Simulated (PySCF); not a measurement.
Computed Raman spectrum (relative Raman activity) of a molecule CH7FOSi2. Coordinates come from a PBE0-D3(BJ)/def2-SVP optimisation. Other conformers were not sampled. Level of theory: PBE0-D3(BJ)/def2-SVP run with PySCF. Frequencies are harmonic and unscaled.

ν (cm⁻¹): 582 (w), 686 (w), 724 (w), 735 (w), 747 (vw), 845 (w), 940 (w), 950 (w), 953 (w), 997 (w), 1424 (m), 2228 (s), 2250 (vs), 2258 (vs), 2293 (vs), 3061 (vs), 3169 (vs) (against the strongest line: vs over 80 %, s over 45 %, m over 15 %, w over 4 %, vw less)

**Question.** Pick the molecule that these values belong to.
(A) CO[SiH2][SiH2]F
(B) C[SiH2][Si@H](O)F
(C) C[SiH](F)O[SiH3]
(D) CO[Si@@H](F)[SiH3]

**Answer.** C, C[SiH](F)O[SiH3]
